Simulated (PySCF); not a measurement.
Zn(NH2)(SMe) (CH5NSZn), SMILES C[S][Zn][NH2]. Coordinates come from a ωB97X-D3(BJ)/def2-SVP optimisation. The structure was generated by enumeration; whether it is a known compound was not checked. The values are those of a single conformer.

Computed with ωB97X-D3(BJ)/def2-SVP (PySCF).

Harmonic wavenumbers (cm⁻¹): 93, 107, 125, 144, 190, 238, 399, 694, 707, 746, 968, 985, 1360, 1470, 1473, 1543, 3075, 3178, 3184, 3611, 3700. Rotational constants (GHz): 13.71, 1.848, 1.661; symmetry number 1.

Q: Work out the zero-point energy and the ideal-gas rigid-rotor harmonic-oscillator thermochemistry at 298.15 K and 1 atm.

A: ZPE = ½ Σ hcν = ½ × 27990 cm⁻¹ = 40.01 kcal/mol. H − E(el) = 45.29 kcal/mol. Entropy in cal/(mol K): translation 40.47, rotation 26.44, vibration 18.85, total 85.75. G − E(el) = 19.72 kcal/mol. Cp = 24.35 cal/(mol K). Modes under 150 cm⁻¹ make the vibrational entropy uncertain.
